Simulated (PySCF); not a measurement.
## Electronic structure of Se³⁺ (selenium, charge +3) at the UHF level

Configuration: [Ar] 3d10 4s2 4p1, 2P determinant. Computed with PySCF 2.14 in x2c-TZVPall (6s5p4d1f, 48 functions), with scalar relativity by spin-free X2C-1e.

- Total energy: -2425.847315 hartree
- One-electron energy: -3335.1099 hartree
- Hartree (Coulomb) energy: 995.2399 hartree
- Exchange energy: -85.9774 hartree
- ⟨S²⟩: 0.7574
- ⟨L²⟩: 2.022
- Sum of ⟨r⟩: 17.63 bohr
- Sum of ⟨r²⟩: 18.69 bohr²
- Traceless quadrupole moment −½Σ⟨3z² − r²⟩ along its main axis: -1.68 e·bohr²
- Langevin diamagnetic susceptibility: -14.8 ×10⁻⁶ cm³/mol
- Time after the integrals: 0.2 s of wall time on 1 thread of Neoverse-V1 (shared host)

```
shell  electrons  mean orbital energy (hartree)  spread (hartree)  rms radius, mean of both spins (bohr)
 1s α          1                     -469.45895                 0                                 0.0508
 1s β          1                     -469.45376                 0                                 0.0508
 2s α          1                      -63.69356                 0                                  0.212
 2s β          1                      -63.69097                 0                                  0.212
 2p α          3                      -56.00683           0.00373                                  0.189
 2p β          3                      -56.00113           0.00985                                  0.189
 3s α          1                      -10.55863                 0                                  0.612
 3s β          1                      -10.54883                 0                                  0.612
 3p α          3                       -8.06229           0.00377                                  0.636
 3p β          3                       -8.04914           0.03033                                  0.636
 3d α          5                       -3.93363           0.01644                                  0.691
 3d β          5                       -3.92690           0.02940                                  0.691
 4s α          1                       -2.04069                 0                                   1.78
 4s β          1                       -1.92550                 0                                   1.78
 4p α          1                       -1.55308                 0                                   2.02
```

Densities and radii are taken from the X2C orbitals without a picture-change correction, which distorts them close to the nucleus.
